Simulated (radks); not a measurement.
Task: Spherical quantum dot in the effective-mass picture: electrons in a parabolic well V = omega^2 r^2 / 2 with omega = 0.0931, with a point charge +1 (a donor) at the centre, all in effective atomic units (hartree* = m*/eps^2 hartree, bohr* = eps/m* bohr), one dielectric constant everywhere. Method: non-relativistic Kohn-Sham, LDA (Slater exchange, Perdew-Wang correlation), spin-polarised, spherical densities; computed with a radial shooting solver with Libxc functionals. Levels are named by radial order and angular momentum (1s, 1p, 1d, 2s, ...), and open shells are averaged over m. Results are scaled to m* = 0.238 and eps = 4.5, for which hartree* = 319.8 meV and bohr* = 1.001 nm. At N = 18 the configuration is 1s2 1p6 1d(up 5, down 3) 2s2. Does electron 19 go into 1d down or 1f down or 1f up?

Result: Into 1d down. The total energies of the other choices lie higher by 8.70 meV (1f up), 10.2 meV (1f down).
